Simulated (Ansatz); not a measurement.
Species: sum formula H$_{2}$BO, charge 0, multiplicity 2. It need not be the lowest isomer of its formula. 
Coordinates optimised at B3LYP-D3(BJ)/def2-TZVP (Ansatz, a quantum-chemistry and plane-wave program):
```
B
O 1 1.2808
H 1 1.2095 2 120.31
H 1 1.2095 3 119.38 2 -180.00
```
Charge 0, spin multiplicity 2.

Basis-set convergence of Hartree-Fock and MP2 correlation energies (hartree) with Ansatz. Correlated levels leave the core frozen unless marked. Open shells are spin-unrestricted. No spin-orbit coupling. No relativistic terms.

```csv
basis,functions,E(HF),"E(corr, MP2)"
def2-SVP,38,-100.62140,-0.23166
def2-TZVPP,90,-100.74343,-0.29432
def2-QZVPP,174,-100.74859,-0.31825
```

Extrapolating the two largest sets (X = 3 and 4) as X^-3: E(corr) = (64·(-0.31825) - 27·(-0.29432))/37 = -0.3357 Eh, an estimate of the basis-set limit. The largest set recovers 94.8 % of it, the smallest 69.0 %.
